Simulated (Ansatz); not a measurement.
`[SiH3][O][Sn][Br]`, relaxed with RKS PBE-D4/def2-SVP in the Gaussian-basis code of Ansatz from a rough embedded geometry. The force threshold is 0.03 eV/Å; the program also tests the step.

Total charge 0; spin multiplicity 1. Sn: def2 effective core potential.

Start:

```xyz
7

Si    0.776   -0.547    0.063
O     0.648    1.009   -0.572
Sn   -0.890    1.786    0.398
Br   -3.011    0.965   -0.476
H    -0.479   -1.344   -0.250
H     1.904   -1.289   -0.656
H     1.053   -0.581    1.492
```

(1) How much energy does the relaxation release, and in how many steps? (An estimate is asked.)

(2) Which bonds change most? (Estimate.)

(3) Give the relaxed structure. (Estimate.)

Answers

(1) Ansatz gave: 0.77 eV, in 9 steps.

(2) Computed: Sn3–Br4 from 2.436 to 2.575 Å; Si1–H7 from 1.457 to 1.506 Å; O2–Sn3 from 1.977 to 2.016 Å; Si1–H6 from 1.530 to 1.506 Å.

(3) Computed: 
```xyz
7

Si    0.776   -0.673    0.119
O     0.506    0.983    0.049
Sn   -0.930    2.378   -0.183
Br   -2.995    0.857   -0.417
H    -0.454   -1.468   -0.228
H     1.874   -1.030   -0.849
H     1.223   -1.048    1.508
```
